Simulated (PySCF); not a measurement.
Molecular orbitals of TlP

BP86 at R = 2.742 Å; basis Tl def2-SVPD with ECP60, P def2-SVPD; scalar-relativistic core potentials; PySCF 2.14. State: ³Σ⁻ (triplet), unpaired electrons π ↑↑. Only the outer orbitals are listed, counted within each symmetry, core potentials removing the inner ones.

```json
{"spin": "α", "orbital": "7σ", "occ.": "1", "ε (eV)": "-13.55", "on Tl (%)": "13", "main shells (%)": "86 P s"}
{"spin": "α", "orbital": "8σ", "occ.": "1", "ε (eV)": "-9.72", "on Tl (%)": "85", "main shells (%)": "84 Tl s"}
{"spin": "α", "orbital": "4π", "occ.": "1", "ε (eV)": "-5.53", "on Tl (%)": "10", "main shells (%)": "89 P p"}
{"spin": "α", "orbital": "4π", "occ.": "1", "ε (eV)": "-5.53", "on Tl (%)": "10", "main shells (%)": "89 P p"}
{"spin": "α", "orbital": "9σ", "occ.": "1", "ε (eV)": "-4.87", "on Tl (%)": "34", "main shells (%)": "64 P p, 28 Tl p"}
{"spin": "α", "orbital": "5π", "occ.": "0", "ε (eV)": "-2.40", "on Tl (%)": "90", "main shells (%)": "89 Tl p"}
{"spin": "α", "orbital": "5π", "occ.": "0", "ε (eV)": "-2.40", "on Tl (%)": "90", "main shells (%)": "89 Tl p"}
{"spin": "α", "orbital": "10σ", "occ.": "0", "ε (eV)": "-0.55", "on Tl (%)": "71", "main shells (%)": "42 Tl p, 22 Tl s, 15 P p"}
{"spin": "β", "orbital": "7σ", "occ.": "1", "ε (eV)": "-12.20", "on Tl (%)": "20", "main shells (%)": "79 P s, 16 Tl s"}
{"spin": "β", "orbital": "8σ", "occ.": "1", "ε (eV)": "-9.43", "on Tl (%)": "78", "main shells (%)": "76 Tl s, 17 P s"}
{"spin": "β", "orbital": "9σ", "occ.": "1", "ε (eV)": "-4.45", "on Tl (%)": "38", "main shells (%)": "59 P p, 34 Tl p"}
{"spin": "β", "orbital": "4π", "occ.": "0", "ε (eV)": "-3.85", "on Tl (%)": "32", "main shells (%)": "68 P p, 29 Tl p"}
{"spin": "β", "orbital": "4π", "occ.": "0", "ε (eV)": "-3.85", "on Tl (%)": "32", "main shells (%)": "68 P p, 29 Tl p"}
{"spin": "β", "orbital": "5π", "occ.": "0", "ε (eV)": "-2.02", "on Tl (%)": "73", "main shells (%)": "68 Tl p, 25 P p"}
```

Question: Which are the highest filled and the lowest empty level, where do they sit, and how wide is the gap?

Answer: Highest filled β 9σ at -4.45 eV (in %: 59 P p, 34 Tl p); lowest empty β 4π at -3.85 eV (in %: 68 P p, 29 Tl p); the gap at BP86 is 0.60 eV.

```json
{
 "bond order (Mayer)": "1.22",
 "⟨S²⟩": "2.006",
 "charge on Tl (Mulliken, basis-dependent)": "0.21",
 "charge on Tl (Löwdin, basis-dependent)": "0.07",
 "dipole moment (positive dipole means Tl(−)P(+))": "-2.54 D"
}
```

These are scalar-relativistic numbers at best; spin–orbit coupling would shift them, the dissociation energy most. The state was picked by a PBE0 search and need not be the measured ground state.
